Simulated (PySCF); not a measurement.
B(PH2)3 (BH6P3), SMILES PB(P)P. The structure is a stationary point at PBE-D3(BJ)/def2-SVP. Other conformers were not sampled.

Computed equilibrium geometry at PBE-D3(BJ)/def2-SVP (PySCF confirms it by a frequency run) as bond lengths and angles, and its point group (one conformer of several):
point group Cs.
Atoms: B1 P2 H3 H4 P5 H6 H7 P8 H9 H10. Bond lengths (Å): B1–P2 1.902, B1–P5 1.904, B1–P8 1.904, P2–H3 1.436, P2–H4 1.436, P5–H6 1.435, P5–H7 1.436, P8–H9 1.436, P8–H10 1.435. Bond angles (°): P2–B1–P5 119.7, P2–B1–P8 119.7, P5–B1–P8 120.1, B1–P2–H3 101.4, B1–P2–H4 101.4, H3–P2–H4 97.1, B1–P5–H6 100.0, B1–P5–H7 101.2, H6–P5–H7 96.8, B1–P8–H9 101.2, B1–P8–H10 100.0, H9–P8–H10 96.8.
